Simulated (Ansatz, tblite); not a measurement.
Adding an electron: diphenyliodonium (C12H10I⁺). The state is a singlet with charge 1. Geometry: PBE-D4/def2-SVP. Ansatz, gas phase; energy differences of separate SCF runs; the reduced species was run as a doublet alone.

Cartesian coordinates in Å:
```
C -2.482 -2.395 -1.559
C -1.919 -1.397 -2.371
C -1.583 -0.144 -1.829
C -1.826 0.048 -0.463
I -1.278 1.930 0.408
C 0.793 1.511 0.791
C 1.742 2.060 -0.079
C 3.092 1.759 0.171
C 3.449 0.938 1.252
C 2.465 0.406 2.101
C 1.107 0.695 1.885
C -2.389 -0.920 0.379
C -2.715 -2.161 -0.195
H -2.745 -3.370 -1.998
H -1.742 -1.581 -3.441
H -1.148 0.641 -2.463
H 1.460 2.703 -0.925
H 3.865 2.179 -0.490
H 4.510 0.711 1.438
H 2.747 -0.233 2.951
H 0.335 0.290 2.555
H -2.578 -0.730 1.445
H -3.161 -2.942 0.438
```

In the def2 sets I takes a core potential; there is no spin–orbit coupling. The xTB rows come from tblite.

(1) Estimate orbital energies and vertical electron affinities at: GFN1-xTB; GFN2-xTB; PBE-D4/def2-SVP; PBE0-D4/def2-SVP.

## Answers

(1) 
```csv
level,−HOMO (eV),−LUMO (eV),vertical EA (eV),HOMO–LUMO gap (eV)
GFN1-xTB,16.05,12.53,10.08,3.52
GFN2-xTB,15.27,11.74,9.41,3.53
PBE-D4/def2-SVP,10.32,6.80,4.54,3.52
PBE0-D4/def2-SVP,11.33,5.99,4.54,5.34
```

Relaxing the reduced species (PBE-D4/def2-SVP) changes its energy by -0.99 eV at PBE-D4/def2-SVP, so the adiabatic electron affinity to this nearest minimum is 5.53 eV. On the way the bond I5–C6 breaks. At PBE0-D4/def2-SVP it is 5.74 eV.   Raw xTB energy differences between charge states are shifted by several eV; the methods need an empirical correction for them.
